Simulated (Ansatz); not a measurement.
The first iterations of a band of C3H7AlOSi (13 atoms, charge 0, multiplicity 1).

These are results of RKS B3LYP-D4/6-31G (Ansatz), not measurements.

```
movable images  : 2
climbing image  : yes
spring          : 5.0 eV/Å²
optimiser       : quadratic models (default)
start path      : IDPP
force threshold : 0.03 eV/Å
iteration limit : 60
end points      : relaxed
```

First end point:

```xyz
13
Properties=species:S:1:pos:R:3
C -2.031 -1.120 1.024
C -1.696 0.133 0.647
Al 0.048 0.547 -0.142
Si 1.806 -1.126 -0.514
C 0.536 2.452 -0.678
O 1.696 2.699 -1.070
H -1.350 -1.963 0.909
H -2.998 -1.367 1.464
H -2.442 0.918 0.800
H 3.009 -0.854 0.351
H 2.278 -1.122 -1.944
H 1.353 -2.530 -0.203
H -0.190 3.297 -0.630
```

Last end point:

```xyz
13
Properties=species:S:1:pos:R:3
C -2.089 -1.147 0.863
C -1.728 0.118 0.557
Al 0.063 0.553 -0.104
Si 1.831 -1.114 -0.448
C 0.581 2.474 -0.549
O 1.737 2.717 -0.957
H -3.082 -1.406 1.233
H -1.405 -1.988 0.757
H -2.480 0.900 0.694
H 3.040 -0.815 0.400
H 2.291 -1.140 -1.882
H 1.389 -2.515 -0.104
H -0.126 3.330 -0.445
```

| iteration | highest image above the first end (eV) | largest band force component (eV/Å) |
| --- | --- | --- |
| 1 | 1.662 | 2.056 |
| 2 | 1.260 | 0.862 |
| 3 | 1.008 | 0.702 |
| 4 | 0.987 | 0.620 |
| 5 | 0.950 | 1.198 |
| 6 | 1.407 | 1.424 |
| 7 | 2.265 | 1.687 |
| 8 | 2.342 | 1.617 |
| 9 | 2.583 | 1.624 |
| 10 | 2.927 | 1.674 |
| 11 | 3.403 | 1.867 |

**Question.** Does the band converge within its limit, and where does its top end?

**Answer.** The run converged. It ended after 33 iterations with the highest image 2.646 eV above the first end. The dihedral H7–C1–C2–Al3 jumps by 93° between images 2 and 3, so the path isn't resolved there. Neighbouring images differ by up to 2.6 eV, so the band resolves the path poorly. Another band between the same ends (5 images) ends at a top of the same energy, where a vibrational analysis finds 1 clearly imaginary mode. So few images can step over the top or miss a turn of the path. Limits of this set-up: no polarisation functions.

Time of the run: 5.3 min on 1 thread of Arm Neoverse V2 (shared host), peak memory 0.26 GiB.
